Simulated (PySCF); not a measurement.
From one molecule to another.

First species: C₃H₉NO₂Si₂.
SMILES: `[SiH3]O[SiH2]OC(=C)/C=N\[H]`

Second species: 1-fluorobutane, C4H9F.
Bonds: C1–C2, C2–C3, C3–C4, C4–F5. Hydrogens: H6, H7, H8 on C1; H9, H10 on C2; H11, H12 on C3; H13, H14 on C4.

Levels: CAM-B3LYP/def2-SVPD for dipole moment, HOMO energy, LUMO energy, HOMO–LUMO gap, static isotropic polarisability and electronic spatial extent ⟨r²⟩ about the centre of nuclear charge; TDDFT CAM-B3LYP/def2-SVPD for lowest singlet excitation; TDA CAM-B3LYP/def2-SVPD for lowest triplet excitation (Tamm–Dancoff); GFN2-xTB for rotational constant A and rotational constant C. Geometries: GFN2-xTB. Each species is one conformer at its optimised geometry, gas phase, non-relativistic unless stated; the electronic structure was computed with PySCF and density fitting.

The conformers computed, where there is a choice (atom-mapped SMILES and torsion angles):
- `[H]/[N:4]=[CH:3]\[C:2](=[CH2:1])[O:5][SiH2:6][O:7][SiH3:8]`: C1–C2–C3–N4 -176°, C1–C2–O5–Si6 -172°, C2–O5–Si6–O7 170°, O5–Si6–O7–Si8 22°
- `[CH3:1][CH2:2][CH2:3][CH2:4][F:5]`: C1–C2–C3–C4 180°, C2–C3–C4–F5 -66°

Values for the first species:

| Property | Result |
| --- | --- |
| Dipole moment | 1.94 D |
| HOMO energy | -8.61 eV |
| LUMO energy | -0.34 eV |
| HOMO–LUMO gap | 8.27 eV |
| Lowest singlet excitation | 4.86 eV |
| Lowest triplet excitation (Tamm–Dancoff) | 3.31 eV |
| Static isotropic polarisability | 101.6 au |
| Electronic spatial extent ⟨r²⟩ about the centre of nuclear charge | 1920 bohr² |
| Rotational constant A | 3.122 GHz |
| Rotational constant C | 0.571 GHz |

**Question.** Estimate the same properties for the second species, and the change in each.

**Answer.** 
| property | first | second | second less first |
| --- | --- | --- | --- |
| dipole moment | 1.94 D | 1.85 D | -0.09 D |
| HOMO energy | -8.61 eV | -10.52 eV | -1.91 eV |
| LUMO energy | -0.34 eV | 1.43 eV | +1.77 eV |
| HOMO–LUMO gap | 8.27 eV | 11.95 eV | +3.68 eV |
| lowest singlet excitation | 4.86 eV | 8.90 eV | +4.04 eV |
| lowest triplet excitation (Tamm–Dancoff) | 3.31 eV | 8.68 eV | +5.37 eV |
| static isotropic polarisability | 101.6 au | 51.6 au | -50.0 au |
| electronic spatial extent ⟨r²⟩ about the centre of nuclear charge | 1920 bohr² | 587 bohr² | -1333 bohr² |
| rotational constant A | 3.122 GHz | 12.847 GHz | +9.725 GHz |
| rotational constant C | 0.571 GHz | 2.169 GHz | +1.598 GHz |

On the first: The dipole matches unit charges of opposite sign 0.40 Å apart (1 e·Å = 4.8032 D). The polarisability is 15.06 Å³ as a volume (1 au = 0.148185 Å³), or 1.30 au for each of the 78 electrons. GFN2-xTB frequencies show an imaginary mode (23i cm⁻¹), so this geometry is no minimum at that level.

On the second: A dipole of 1.85 D is allowed in C1, and pure rotational transitions are dipole-allowed. In atomic units the dipole is 0.73 e·bohr (1 au = 2.5417 D).
